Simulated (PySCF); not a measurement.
Computed IR spectrum (relative IR intensity) of a molecule C₃H₅BO₂. Geometry: PBE-D3(BJ)/def2-SVP. One conformer was computed; it need not be the lowest. Calculation: PBE-D3(BJ)/def2-SVP (PySCF). Frequencies are harmonic and unscaled.

Lines under 2 % of the strongest are left out, and lines within 2 cm⁻¹ are merged.

ν (cm⁻¹): 483 (m), 527 (w), 704 (w), 931 (m), 944 (w), 1045 (m), 1062 (vw), 1135 (w), 1157 (m), 1220 (m), 1327 (w), 1340 (w), 1455 (vs), 1628 (w), 2962 (vw), 3170 (vw), 3779 (m) (against the strongest line: vs over 80 %, s over 45 %, m over 15 %, w over 4 %, vw less)

Problem. Which molecule gave these data?
A. CB1CC(=O)O1
B. OB1CC=CO1
C. C=C1COB1O
D. C#CCB(O)O

Solution. B, OB1CC=CO1
